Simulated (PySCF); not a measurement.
Problem. What does the GFN2-xTB structure of `C1CC(=O)C[C@H](C1=O)CC` look like in three dimensions?

Solution. 
Z-matrix in Å and degrees, rows numbered from 1:
```
C 
C   1  1.5235
C   2  1.5367  1  112.17
C   3  1.5356  2  110.51  1  -179.50
C   4  1.5111  3  111.11  2   -67.89
O   5  1.2032  4  123.40  3   124.98
C   5  1.5126  4  113.32  3   -56.17
C   7  1.5323  5  111.77  4    52.53
C   8  1.5121  7  112.04  5   -48.71
O   9  1.2040  3  122.62  2  -110.88
H   1  1.0876  2  110.45  3    58.52
H   1  1.0873  2  110.30  3   178.42
H   1  1.0877  2  111.05  3   -61.30
H   2  1.0923  1  109.26  3  -119.88
H   2  1.0920  1  110.13  3   122.56
H   3  1.0955  2  108.40  1   -59.63
H   4  1.0917  3  110.17  2    53.69
H   4  1.0930  3  109.39  2   172.84
H   7  1.0933  5  107.56  4   -67.35
H   7  1.0914  5  109.63  4   175.30
H   8  1.0928  7  109.44  5    70.77
H   8  1.0916  7  110.34  5  -170.51
```

Of the pairs four or more bonds apart, C9···H13 is among the closest relative to their van der Waals radii: 2.67 Å, 92 % of the sum of Bondi's values. The 6-membered ring C3–C4–C5–C7–C8–C9 has internal angles of 109.6° to 114.7° (sum 673°, against 720° for a flat polygon); it is puckered, 0.22 Å rms from its mean plane, widest ring torsion 56°. The 8 C–C bonds span 1.511 Å (C4–C5, drawn single) to 1.537 Å (C2–C3, drawn single), a spread of 0.026 Å.

The geometry is computed with GFN2-xTB (gas phase).

Point group: C1 (no symmetry element, even within 0.4 Å). No frequency check. One conformer, not necessarily the lowest (C1–C2–C3–C4 180°, C2–C3–C4–C5 -68°, C3–C4–C5–O6 125°, C4–C5–C7–C8 53°, C5–C7–C8–C9 -49°).
